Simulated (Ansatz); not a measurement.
Mg5O7H4, a hydroxylated oxide cluster. Charge 0, multiplicity 1. Geometry PBE-D4/def2-SVP, basis def2-TZVP, Ansatz.

```xyz
16

Mg    1.042    1.072   -0.356
Mg   -0.660    0.399    1.819
Mg   -0.833   -1.089   -0.561
Mg    2.033   -0.263    1.841
Mg    1.295    2.257    2.058
O    -2.112   -0.640    0.850
O    -0.669   -2.060   -2.384
O     0.664   -0.799    0.572
O     0.846    0.638    3.117
O    -0.074    0.338   -1.918
O    -0.208    2.077    0.831
O     2.602    1.348    0.871
H    -3.048   -0.390    0.808
H    -0.011   -2.754   -2.571
H    -0.248   -1.154   -2.625
H    -0.620    1.019   -2.353
```

```json
{"run": "A", "HOMO (eV)": "-5.54", "LUMO (eV)": "-1.27"}
{"run": "B", "HOMO (eV)": "-5.14", "LUMO (eV)": "-1.61"}
{"run": "C", "HOMO (eV)": "-4.36", "LUMO (eV)": "-1.52"}
{"run": "D", "HOMO (eV)": "-7.01", "LUMO (eV)": "-0.62"}
{"run": "E", "HOMO (eV)": "-4.20", "LUMO (eV)": "-2.01"}
```

HSE06 is defined as in plane-wave codes, on full-range PBE exchange. Single mean-field runs in def2-TZVP are fitted with def2-universal-jkfit.

The runs used CAM-B3LYP, HSE06, PBE, PBE0, r2SCAN. Estimate which is which.

A PBE0 (25 % exact exchange); B HSE06 (range-separated); C r2SCAN (0 % exact exchange); D CAM-B3LYP (range-separated); E PBE (0 % exact exchange). Exact exchange lowers occupied and raises empty levels; among semilocal functionals meta-GGAs tend to open the gap a little, and such runs are hard to tell apart. The gap grows from 2.19 eV (PBE) to 6.39 eV (CAM-B3LYP).
